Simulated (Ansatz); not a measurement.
```xyz
8

O     3.130    0.898   -0.013
Zn    1.507    0.242   -0.215
O    -0.032   -0.567   -0.451
Si   -1.571   -0.597    0.061
H     3.190    1.854   -0.048
H    -2.289   -1.715   -0.606
H    -1.657   -0.791    1.538
H    -2.278    0.677   -0.264
```

The species carries charge 0 and has multiplicity 1.

Q: List the B3LYP/def2-TZVPP orbital energies in eV (Ansatz 0.2.0). (Best estimate.)

A: The calculation gave: Occupied: -9450.56, -1799.10, -1149.75, -1013.15, -1013.13, -1013.03, -520.36, -520.22, -143.54, -132.46, -98.88, -98.85, -98.84, -88.73, -88.70, -88.56, -26.50, -26.08, -15.80, -15.01, -14.79, -14.68, -14.68, -13.85, -12.33, -11.17, -10.21, -10.17, -9.28, -8.58, -8.23, -8.09. Lowest empty: -1.65, -0.17, -0.04, 0.61, 1.57, 1.82, 1.88, 2.04.

B3LYP here is the variant with VWN-RPA as its local correlation; programs differ in this.
